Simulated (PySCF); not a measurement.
r2SCAN on C⁻ (carbon, charge -1), [He] 2s2 2p3, high-spin 4S determinant. All numbers are calculated (PySCF 2.14, the spin-free X2C one-electron Hamiltonian (Gaussian nucleus), in aug-cc-pVDZ-DK (4s3p2d, 23 functions)).

```
cycle= 1 E= -37.8976011916434  delta_E= -0.00253  |g|= 0.0161  |ddm|= 0.207
cycle= 2 E= -37.8973565106519  delta_E= 0.000245  |g|= 0.0222  |ddm|= 0.0935
cycle= 3 E= -37.8978126514902  delta_E= -0.000456  |g|= 0.00259  |ddm|= 0.0606
cycle= 4 E= -37.8978188715626  delta_E= -6.22e-06  |g|= 0.000219  |ddm|= 0.00735
cycle= 5 E= -37.8978189270289  delta_E= -5.55e-08  |g|= 3.5e-05  |ddm|= 0.000845
cycle= 6 E= -37.897818928292  delta_E= -1.26e-09  |g|= 1.21e-06  |ddm|= 0.000108
cycle= 7 E= -37.8978189282941  delta_E= -2.16e-12  |g|= 5.37e-08  |ddm|= 6.99e-06
converged SCF energy = -37.8978189282941  <S^2> = 3.7546641  2S+1 = 4.0023314
```

Highest occupied orbital energy: 1.769 eV; ⟨L²⟩ = 0.00; populations by l: s 4.00, p 3.00, d 0.00.

Task: Can this result be used?

Result: With care. Self-consistency was reached. At r2SCAN the highest occupied level has a positive energy, so only the finite basis holds that electron; in a semilocal or global hybrid functional this comes from self-interaction and does not mean that the real anion is unbound.
